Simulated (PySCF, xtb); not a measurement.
SbF3, SMILES [F][Sb]([F])[F].

Harmonic wavenumbers (cm⁻¹) from xtb with GFN2-xTB at its own minimum, in rising order: 142, 143, 181, 400, 400, 420.

Problem. What does B3LYP-D3(BJ)/def2-SVP (PySCF) give at its own minimum? (The exact figures need the calculation; the answer reports its results.)

Solution. 190, 190, 236, 644, 644, 656. Paired by order, the mean absolute difference is 145 cm⁻¹ and the zero-point energies are 2.4 and 3.7 kcal/mol.
